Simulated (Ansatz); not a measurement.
CH5PSe (`C[Se]P`). Charge 0, multiplicity 1.

Cartesian coordinates in Å:
```
C -1.2417 -0.3921 -0.6580
Se -0.4472 0.8498 0.6212
P 1.6602 0.0673 0.4765
H -1.1384 -1.4158 -0.3056
H -0.7809 -0.2731 -1.6360
H -2.2977 -0.1293 -0.7162
H 2.3185 1.3183 0.3506
H 1.9273 -0.0253 1.8674
```

**Question.** List the harmonic frequencies (cm⁻¹, unscaled) at PBE0-D4/def2-TZVP in Ansatz. (Best estimate.)

**Answer.** Computed: 82, 129, 187, 392, 610, 757, 767, 918, 928, 1126, 1307, 1456, 1467, 2405, 2410, 3076, 3174, 3186.

**Question.** Is this a minimum?

**Answer.** Yes, all 18 modes are real.

**Question.** Give the ideal-gas thermochemistry at 298.15 K and 1 bar (rigid rotor, harmonic oscillator; point group Cs, symmetry number 1).

**Answer.** Zero-point energy 145.8 kJ/mol; H(298) − E = 163.1 kJ/mol; entropy 324.1 J/(mol·K), of which translation 169.3, rotation 107.3, vibration 47.4; G(298) − E = 66.5 kJ/mol. Modes under 100 cm⁻¹ are hindered rotations or soft bends, so the harmonic entropy is rough.

**Question.** Rotational constants (cm⁻¹)?

**Answer.** 0.3291, 0.1165, 0.08947.
